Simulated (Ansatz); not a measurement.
Input for Ansatz (a program for electronic structure): R-wB97M-V/def2-TZVPPD on HF (SMILES F) with ghost functions, monomers drawn apart or pushed together. Files ending in .json are basis or fitting sets from the Basis Set Exchange.

Ansatz 0.2 input:
```yaml
crystal:
  periodic: [false, false, false]
  atoms:
    - {symbol: F, position_ang: [0.53604699, 0.01968501, 0.24787363]}
    - {symbol: H, position_ang: [0.65458952, 0.24954340, 1.14775097]}
basis:
  gaussian:
    orbitals: def2-TZVPPD.json
    ghost_atoms:
      - {symbol: C, position_ang: [1.13726939, 1.30461669, 2.78599982]}
      - {symbol: C, position_ang: [0.68990238, 0.11272410, 3.19962401]}
      - {symbol: C, position_ang: [-0.70259178, -0.18923147, 3.48020684]}
      - {symbol: C, position_ang: [-1.13038563, -1.38341156, 3.88976007]}
      - {symbol: H, position_ang: [0.46308539, 2.14154794, 2.64509816]}
      - {symbol: H, position_ang: [2.18820122, 1.48311082, 2.60277502]}
      - {symbol: H, position_ang: [1.39688919, -0.70004471, 3.34184914]}
      - {symbol: H, position_ang: [-1.41334771, 0.61959239, 3.33929190]}
      - {symbol: H, position_ang: [-2.17577000, -1.57365390, 4.09050455]}
      - {symbol: H, position_ang: [-0.44365274, -2.20919095, 4.03399746]}
hamiltonian:
  xc: {name: wB97M-V}
scf: {lower_state_search: off}
```

### Question
What total energy does the run end on?

### Answer
-100.4633 hartree.

### Question
How many basis functions does it have, and what does it roughly cost on one machine?

### Answer
307 functions; about 6 core-seconds (a rough figure).
